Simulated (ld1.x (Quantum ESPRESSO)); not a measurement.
Transferability test, TM potential for selenium

```json
{
  "Element": "Se",
  "Generator": "ld1.x (Quantum ESPRESSO) 7.5",
  "Type": "norm-conserving Troullier–Martins (Kleinman–Bylander form)",
  "Functional": "PBE",
  "Relativity": "scalar-relativistic",
  "Frozen core": "[Ar]",
  "Valence charge": "16",
  "Reference configuration": "3d10 4s2 4p4",
  "Partial waves": "4p (bound): rc 1.90 bohr; 3d (bound): rc 1.10 bohr; 4s (bound): rc 1.15 bohr",
  "Local potential": "the s channel",
  "Core correction": "Bessel-smoothed model core, default radius (core density twice the valence density)"
}
```

Energies are relative to the spin-unpolarised reference configuration 3d10 4s2 4p4; without spin polarisation the order of configurations can differ from experiment. Not all tests gave a result: 2 of 7 tests not solved or not reliable. Left out of the table: 3d10 4s2 4p1 (solver errors, printed error -27 meV); 3d10 4s2 4p0 (solver errors, printed error +27 meV).

Give the all-electron excitation energy and the error of the potential for: 3d10 4s2 4p3; 3d10 4s2 4p2; 3d10 4s1 4p4; 3d10 4s1 4p5; 3d10 4s2 4p3.5.

```json
{"valence configuration": "3d10 4s2 4p3", "charge": "+1", "ΔE all-electron (eV)": "10.845", "error AE − PS (meV)": "-5.8"}
{"valence configuration": "3d10 4s2 4p2", "charge": "+2", "ΔE all-electron (eV)": "31.193", "error AE − PS (meV)": "-21"}
{"valence configuration": "3d10 4s1 4p4", "charge": "+1", "ΔE all-electron (eV)": "22.382", "error AE − PS (meV)": "-21"}
{"valence configuration": "3d10 4s1 4p5", "charge": "0", "ΔE all-electron (eV)": "10.881", "error AE − PS (meV)": "-7.1"}
{"valence configuration": "3d10 4s2 4p3.5", "charge": "+0.5", "ΔE all-electron (eV)": "4.310", "error AE − PS (meV)": "-1.7"}
```

Note: ghost state, extra bound levels that the all-electron valence spectrum of the same l lacks: p at -155.7 eV. A true bound ghost makes a file unfit for plane-wave use.
